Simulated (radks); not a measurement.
Values are calculated unless marked as measured or tabulated.
Orbital eigenvalues (eV) of the lead ion Pb28+, [Kr] 4d10 4f8, at several levels of relativity; Dirac values are averaged over j with weights 2j + 1. Spin-unpolarised spherical Kohn-Sham, LDA (Slater exchange, Perdew-Wang correlation), point nucleus unless stated (finite: rms radius 5.5012 fm), a radial shooting solver on a logarithmic mesh with Libxc functionals. A level marked "c x" has the speed of light scaled by that factor and shares open shells by 2j + 1; other Dirac levels either fill j = l - 1/2 first or share by 2j + 1.

\begin{tabular}{lrrrrr}
shell & non-rel. & scalar-rel., finite nucleus & Dirac, low j first & Dirac, c x 10 & change of magnitude, last against first (%) \\ \hline
1s & -79839 & -88912 & -88819 & -79912 & +0.09 \\
2s & -14197 & -16646 & -16613 & -14216 & +0.14 \\
2p & -13708 & -14419 & -14535 & -13715 & +0.05 \\
3s & -4054.9 & -4673.3 & -4663.9 & -4059.8 & +0.12 \\
3p & -3822.8 & -4033.8 & -4057.8 & -3824.8 & +0.05 \\
3d & -3388.9 & -3381.0 & -3372.7 & -3388.8 & 0.00 \\
4s & -1519.9 & -1696.1 & -1693.6 & -1521.3 & +0.09 \\
4p & -1416.8 & -1478.3 & -1484.9 & -1417.4 & +0.04 \\
4d & -1227.1 & -1229.4 & -1227.6 & -1227.2 & 0.00 \\
4f & -974.00 & -961.00 & -959.81 & -973.87 & -0.01 \\
\end{tabular}
